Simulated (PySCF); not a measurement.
Compound: C2H4N4Si.
Numbering: `[N:1]#[C:2][Si:3]([NH2:4])([NH2:5])[C:6]#[N:7]` (hydrogens: H8, H9 on N4; H10, H11 on N5)

Cartesian coordinates in Å at the GFN2-xTB level; atoms count from 1:
```
atom  x, y, z in Å
N1     2.6404   -1.5268    0.3521
C2     1.6547   -0.9573    0.2396
Si3    0.0427   -0.0302    0.0565
N4     0.3648    1.6375   -0.1301
N5    -0.7529   -0.7994   -1.2577
C6    -0.8440   -0.1575    1.7029
N7    -1.4256   -0.2630    2.6830
H8    -0.2484    2.3438    0.2374
H9     0.9044    1.9795   -0.9063
H10   -0.7229   -1.7996   -1.3690
H11   -1.6079   -0.4244   -1.6345
```

Method used: TDDFT PBE0/def2-SVPD, vertical, gas phase, core orbitals frozen in the response in PySCF 2.14.0, density-fitted response routines.

Transition dipole moments from the ground state, in atomic units and in the frame of the coordinates above (overall signs are arbitrary), for the states with f of 0.002 or more among the lowest 7:

| state | E (eV) | μx | μy | μz |
| --- | --- | --- | --- | --- |
| S1 | 6.036 | -0.336 | -0.080 | -0.064 |
| S2 | 6.309 | 0.012 | 0.012 | 0.160 |
| S3 | 6.442 | -0.111 | -0.192 | 0.466 |
| S4 | 6.790 | -0.103 | 0.355 | 0.092 |
| S6 | 7.184 | 0.153 | 0.124 | 0.017 |
| S7 | 7.353 | 0.200 | -0.019 | -0.133 |

Problem. What oscillator strength does each state have?

Solution. f = (2/3) ΔE |μ|² with ΔE in hartree (27.2114 eV).

```tsv
state	|μ|² (au)	|μ| (D)	f
S1	0.124	0.89	0.018
S2	0.026	0.41	0.004
S3	0.266	1.31	0.042
S4	0.145	0.97	0.024
S6	0.039	0.50	0.007
S7	0.058	0.61	0.010
```

Problem. Which bond between heavy atoms lies closest to the direction of the S3 transition dipole?

Solution. Si3–C6 and C6–N7, at 23° from it; next Si3–N4 at 60°.

Problem. What angle do the transition dipoles of S4 and S7 make?

Solution. |cos θ| = |μa·μb| / (|μa| |μb|) = 0.43, so θ ≈ 64° (taken between 0 and 90°, since the signs are arbitrary).

Problem. How is the summed strength of these states shared among x, y and z?

Solution. (2/3) Σ ΔE μα² gives 0.032 for x, 0.031 for y and 0.043 for z, 0.106 in all.

Problem. What peak molar absorption coefficient would the strongest computed level give as a lone Gaussian band 0.4 eV wide at half height?

Solution. ε(max) = 2.175×10⁸ f / FWHM, with the width in cm⁻¹. S3: 2.175×10⁸ × 0.0420 / 3226 ≈ 2800 L mol⁻¹ cm⁻¹.

One conformer stands for the species.
